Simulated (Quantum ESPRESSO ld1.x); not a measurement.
Input (ld1.x (Quantum ESPRESSO 7.5)):

```
 &input
    zed=47.0,
    iswitch=1,
    rel=2,
    dft='REVPBE',
    config='[Kr] 4d7',
    rel_dist='energy',
    lsmall=.true.,
    prefix='ld1',
    max_out_wfc=37,
    file_charge='ld1.rho',
 /
```

It prints (banner and zero overlaps left out):

```
     Program LD1 v.7.5 starts

     --------------------------- All-electron run ----------------------------

     dirac relativistic calculation

     atomic number is 47.00
     dft =REVPBE   lsd =0 sic =0 latt =0  beta=0.20 tr2=1.0E-14
     Exchange-correlation= REVPBE
                           (   1   4   4   4   0   0   0)
     mesh =2057 r(mesh) =  99.27089 a.u. xmin = -8.00 dx = 0.00800
     1 Ry =  13.60569312 eV, c = 137.03599908

     n l j   nl                  e(Ry)          e(Ha)          e(eV)
     Spin orbit split results
     1 0 0.5 1S 1( 2.00)     -1864.9919      -932.4959    -25374.5074
     2 0 0.5 2S 1( 2.00)      -278.1780      -139.0890     -3784.8044
     2 1 0.5 2P 1( 2.00)      -258.7768      -129.3884     -3520.8376
     2 1 1.5 2P 1( 4.00)      -245.8922      -122.9461     -3345.5340
     3 0 0.5 3S 1( 2.00)       -54.4688       -27.2344      -741.0858
     3 1 0.5 3P 1( 2.00)       -46.7577       -23.3788      -636.1704
     3 1 1.5 3P 1( 4.00)       -44.4820       -22.2410      -605.2083
     4 0 0.5 4S 1( 2.00)       -11.1004        -5.5502      -151.0283
     4 1 0.5 4P 1( 2.00)        -8.6394        -4.3197      -117.5445
     4 1 1.5 4P 1( 4.00)        -8.2490        -4.1245      -112.2339
     3 2 1.5 3D 1( 4.00)       -30.8503       -15.4252      -419.7404
     3 2 2.5 3D 1( 6.00)       -30.3919       -15.1959      -413.5025
     4 2 1.5 4D 1( 4.00)        -4.4241        -2.2120       -60.1924
     4 2 2.5 4D 1( 3.00)        -4.3710        -2.1855       -59.4702
     Averaged results
     1 0     1S 1( 2.00)     -1864.9919      -932.4959    -25374.5074
     2 0     2S 1( 2.00)      -278.1780      -139.0890     -3784.8044
     2 1     2P 1( 6.00)      -250.1871      -125.0935     -3403.9685
     3 0     3S 1( 2.00)       -54.4688       -27.2344      -741.0858
     3 1     3P 1( 6.00)       -45.2405       -22.6203      -615.5290
     4 0     4S 1( 2.00)       -11.1004        -5.5502      -151.0283
     4 1     4P 1( 6.00)        -8.3791        -4.1896      -114.0041
     3 2     3D 1(10.00)       -30.5753       -15.2876      -415.9977
     4 2     4D 1( 7.00)        -4.3922        -2.1961       -59.7591

     final scf error:  8.3E-15 reached in  23 iterations

     Etot =  -10626.368360 Ry,   -5313.184180 Ha, -144579.106921 eV

     Ekin =   11121.984465 Ry,    5560.992233 Ha,  151322.307552 eV
     Encl =  -25591.655491 Ry,  -12795.827746 Ha, -348192.211126 eV
     Eh   =    4138.898925 Ry,    2069.449463 Ha,   56312.588641 eV
     Exc  =    -295.596259 Ry,    -147.798130 Ha,   -4021.791989 eV

     normalization and overlap integrals

     s(1S/1S) =  1.000000  <r> =   0.0311  <r2> =    0.0013  r(max) =   0.0201
     s(2S/2S) =  1.000000  <r> =   0.1345  <r2> =    0.0214  r(max) =   0.1142
     s(2P/2P) =  1.000000  <r> =   0.1141  <r2> =    0.0160  r(max) =   0.0884
     s(2P/2P) =  1.000000  <r> =   0.1192  <r2> =    0.0173  r(max) =   0.0927
     s(3S/3S) =  1.000000  <r> =   0.3681  <r2> =    0.1551  r(max) =   0.3335
     s(3P/3P) =  1.000000  <r> =   0.3599  <r2> =    0.1506  r(max) =   0.3204
     s(3P/3P) =  1.000000  <r> =   0.3707  <r2> =    0.1596  r(max) =   0.3282
     s(4S/4S) =  1.000000  <r> =   0.9010  <r2> =    0.9177  r(max) =   0.8170
     s(4P/4P) =  1.000000  <r> =   0.9582  <r2> =    1.0470  r(max) =   0.8571
     s(4P/4P) =  1.000000  <r> =   0.9858  <r2> =    1.1078  r(max) =   0.8780
     s(3D/3D) =  1.000000  <r> =   0.3435  <r2> =    0.1407  r(max) =   0.2730
     s(3D/3D) =  1.000000  <r> =   0.3470  <r2> =    0.1434  r(max) =   0.2752
     s(4D/4D) =  1.000000  <r> =   1.1920  <r2> =    1.6631  r(max) =   0.9899
     s(4D/4D) =  1.000000  <r> =   1.2032  <r2> =    1.6945  r(max) =   0.9979

     ------------------------ End of All-electron run ------------------------
```

Run on one thread of a shared host, so times are rough (Intel(R) Xeon(R) Processor @ 2.60GHz): 0.61 s of CPU time, 0.95 s wall, 23 iterations on 2057 mesh points.
